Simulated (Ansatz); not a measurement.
This Ansatz (a quantum-chemistry and plane-wave program) input (MP2/aug-cc-pVQZ) gives -74.97671 Eh with 80 basis functions.

Ansatz 0.2 input:
```yaml
crystal:
  periodic: [false, false, false]
  atoms:
    - {symbol: O, position_ang: [0.00000000, 0.00000000, 0.00000000]}
basis:
  gaussian:
    orbitals: aug-cc-pVQZ
magnetization: {spin_polarized: true, initial_magnetization: 2}
correlation: {method: mp2, electrons: outside_noble_gas}
scf: {lower_state_search: full}
```

Change:
```diff
- orbitals: aug-cc-pVQZ
+ orbitals: cc-pV5Z
```

Task: What does the run give now?

Result: -74.98246 Eh (MP2/cc-pV5Z, 91 functions), a change of -5.75 mEh.
